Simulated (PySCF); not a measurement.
## A parent and its derivatives

Theory: TDDFT wB97X-D/def2-SVPD, vertical, gas phase, core orbitals frozen in the response in PySCF 2.14.0, density-fitted response routines. Geometries: GFN2-xTB; one conformer of each isolated species. Triplets are in the Tamm–Dancoff approximation. 'Strongest' means the level of largest summed f among the lowest 8 singlets; it needn't be the same kind of state in each.

Parent: `C=N[Si@H](N)P`, with lowest singlet excitation energy 3.88 eV, lowest triplet energy 3.35 eV, oscillator strength of the strongest level 0.10, S1–T1 gap 0.53 eV, HOMO–LUMO gap 9.61 eV, energy of the strongest computed level 6.66 eV. Its spectrum: 320 nm (f 0.000); 216 nm (f 0.050); 203 nm (f 0.008); 186 nm (f 0.103); 184 nm (f 0.025).

Shifts from the parent:

```
                      change                  SMILES  Δ S1 (eV)  Δ T1 (eV)  Δ f (strongest)  Δ S1−T1 (eV)  Δ gap (eV)  Δ strongest (eV)
  H on Si replaced by NHSiH3  C=N[Si@@](N)(P)N[SiH3]      +0.24      +0.23            -0.04         +0.01       -0.05             +0.54
 H on Si replaced by CH2SiH3  C=N[Si@@](N)(P)C[SiH3]      +0.21      +0.20            -0.07         +0.01       -0.01             +0.64
   H on Si replaced by NHCH3        C=N[Si@](N)(P)NC      +0.28      +0.26            -0.06         +0.02       -0.03             +0.32
     H on Si replaced by CH3         C=N[Si@](C)(N)P      +0.20      +0.19            +0.11         +0.01       -0.01             +0.65
   H on Si replaced by N=CH2        C=N[Si](N)(P)N=C      +0.13      +0.14            -0.05         -0.01       -0.43             -0.21
H on Si replaced by propynyl     C=N[Si@@](N)(P)C#CC      +0.15      +0.14            -0.05          0.00        0.00             -0.31
   H on Si replaced by CH2CN      C=N[Si@](N)(P)CC#N      +0.05      +0.07            +0.10         -0.02       -0.02             -0.44
     H on Si replaced by NH2          C=N[Si](N)(N)P      +0.30      +0.28            -0.04         +0.03       +0.11             +0.17
```

Task: Predict the same shifts for this change: H on Si replaced by PH2 (`C=N[Si](N)(P)P`).

Result: Δ lowest singlet excitation energy +0.15 eV, Δ lowest triplet energy +0.16 eV, Δ oscillator strength of the strongest level +0.03, Δ S1–T1 gap 0.00 eV, Δ HOMO–LUMO gap -0.28 eV, Δ energy of the strongest computed level +0.14 eV. Spectrum: 308 nm (f 0.001); 218 nm (f 0.054); 201 nm (f 0.017); 195 nm (f 0.033); 192 nm (f 0.114). All changes raise S1, and it rises most with H on Si replaced by NH2 (+0.30 eV). S1 is simply the lowest singlet of each species and needn't be the same kind of state throughout. Over these 9 changes the shifts of S1 and of the HOMO–LUMO gap correlate with r = 0.45.

Lowest levels of each derivative:
- `C=N[Si@@](N)(P)N[SiH3]`: 4.11 eV (f 0.000); 6.05 eV (f 0.019); 6.29 eV (f 0.001)
- `C=N[Si@@](N)(P)C[SiH3]`: 4.09 eV (f 0.001); 6.20 eV (f 0.001); 6.35 eV (f 0.036)
- `C=N[Si](N)(P)P`: 4.03 eV (f 0.001); 5.69 eV (f 0.054); 6.18 eV (f 0.017)
- `C=N[Si@](N)(P)NC`: 4.16 eV (f 0.000); 6.02 eV (f 0.038); 6.23 eV (f 0.003)
- `C=N[Si@](C)(N)P`: 4.08 eV (f 0.000); 6.21 eV (f 0.004); 6.45 eV (f 0.004)
- `C=N[Si](N)(P)N=C`: 4.00 eV (f 0.000); 4.08 eV (f 0.001); 5.87 eV (f 0.007)
- `C=N[Si@@](N)(P)C#CC`: 4.02 eV (f 0.000); 5.89 eV (f 0.049); 5.94 eV (f 0.004)
- `C=N[Si@](N)(P)CC#N`: 3.93 eV (f 0.001); 6.23 eV (f 0.208); 6.45 eV (f 0.009)
- `C=N[Si](N)(N)P`: 4.18 eV (f 0.000); 6.23 eV (f 0.007); 6.37 eV (f 0.010)
